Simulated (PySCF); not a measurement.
# How methods differ on the fine-structure interval of Te⁴⁷⁺

Te⁴⁷⁺ [He] 2s2 2p1 [2p1/2^1, M_J = 1/2] → Te⁴⁷⁺ [He] 2s2 2p1 [2p3/2^1, M_J = 3/2], as a difference of total energies. Calculation: PySCF 2.14, in an even-tempered Gaussian basis (17 s from 26 bohr⁻², ratio 2.4; 12 p from 34 bohr⁻², ratio 2.4; 5 d from 110 bohr⁻², ratio 2.6; 4 f from 170 bohr⁻², ratio 2.6); the two-component X2C-1e Hamiltonian. Correlated levels: nothing frozen; the 32 highest virtual spinors dropped. "Screened" scales the spin-orbit matrix elements by Boettger's factors to mimic the two-electron term; Breit and QED terms are absent.

| method | fine-structure interval (cm⁻¹) |
| --- | --- |
| GHF (screened spin-orbit) | 2495400 |
| GMP2 (screened spin-orbit) | 2486100 |
| GHF (bare spin-orbit) | 2600200 |
